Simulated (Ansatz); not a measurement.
Calculated with Ansatz (gas phase, PBE0-D4/def2-TZVP geometries, no zero-point term in ΔE). CBS: def2 TZ/QZ extrapolation, frozen cores. DFT in def2-TZVPP. No spin–orbit coupling; open shells (•) take unrestricted orbitals. Spin–orbit coupling would lower the free atoms: a little for Al, O, Si. Each species was taken in one conformer, which may not be the lowest.

Reaction (atomization): `[OH][Al]([OH])[O][SiH3]` → Al• + 5 H• + 3 O• + Si•

Problem. What is ΔE at CCSD(T)/CBS? (Estimate.)

Solution. Ansatz gave: +3804.1 kJ/mol.

Problem. What do these levels give: r2SCAN-D4, PBE0, MP2/def2-TZVPP, HF/def2-QZVPP, SCS-MP2/def2-QZVPP, CCSD(T)/def2-QZVPP? (An estimate is asked.)

Solution. The calculation gave: r2SCAN-D4 3774.3, PBE0 3676.1, MP2/def2-TZVPP 3785.6, HF/def2-QZVPP 2750.0, SCS-MP2/def2-QZVPP 3840.9, CCSD(T)/def2-QZVPP 3757.8 kJ/mol.

Largest T1 diagnostic among the species: 0.018.

In def2-TZVPP, CCSD(T) changes the Hartree–Fock value by +947.7 kJ/mol (the triples alone add +50.5 kJ/mol) and MP2 by +1047.8 kJ/mol; breaking electron pairs costs correlation energy, which Hartree–Fock lacks. The D4 term adds +29.5 kJ/mol with B3LYP and +15.6 kJ/mol with PBE0; it sums over pairs of atoms, weighted by their polarisabilities, and B3LYP, whose exchange is more repulsive, gets the larger term.

B3LYP here is the variant with VWN-RPA as its local correlation; programs differ in this.
